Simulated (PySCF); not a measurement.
B(OH) (BHO), SMILES O[B] (connectivity only; charge and spin as stated), neutral, multiplicity 1. Heavy atoms are numbered as in [B:1][OH:2]. Hydrogens are named by the atom that carries them.

Geometry optimised at PBE0-D3(BJ)/def2-TZVPD. The geometry has at least one imaginary mode, so it is a saddle point at that level.

Computed with B3LYP/pcSseg-2 in PySCF.

GIAO shieldings, no solvent; atoms alike by connectivity are averaged. δ = σ(ref) − σ: ¹¹B against BF3 (σ = 86.3 ppm); ¹⁷O against H2O (σ = 325.5 ppm); ¹H against TMS (σ = 31.68 ppm), references at their B3LYP-D3(BJ)/def2-TZVP geometries, non-relativistic.

| nucleus | atoms | count | δ (ppm) |
|---|---|---|---|
| ¹¹B | B1 | 1 | 10.2 |
| ¹⁷O | O2 (OH) | 1 | 137.8 |
| ¹H | H on O2 | 1 | 5.77 |
